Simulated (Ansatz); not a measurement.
```xyz
8

F     2.0912    0.4022   -1.0636
Ge    0.8401    0.6931    0.0795
F     0.4045    2.3397   -0.1555
F     1.6264    0.6607    1.6083
Si   -0.9906   -0.8178   -0.0935
H    -1.5487   -0.6673   -1.4562
H    -0.4529   -2.1780    0.1335
H    -1.9699   -0.4325    0.9474
```

Charge 0, multiplicity 1.

(1) List the CAM-B3LYP/def2-TZVPP orbital energies in eV (Ansatz). (Estimate.)

## Answers

(1) The calculation gave: Occupied: -10854.23, -1802.29, -1358.29, -1209.26, -1209.26, -1209.24, -673.41, -673.41, -673.41, -173.30, -146.89, -123.62, -123.62, -123.53, -102.25, -102.19, -102.19, -37.68, -37.68, -37.20, -37.12, -37.12, -34.51, -33.44, -33.44, -18.85, -17.32, -15.13, -15.13, -14.49, -13.71, -13.71, -13.28, -13.28, -13.06, -12.52, -12.52, -11.07. Lowest empty: 0.25, 0.38, 0.38, 1.30, 2.49, 2.49, 2.71, 4.56.
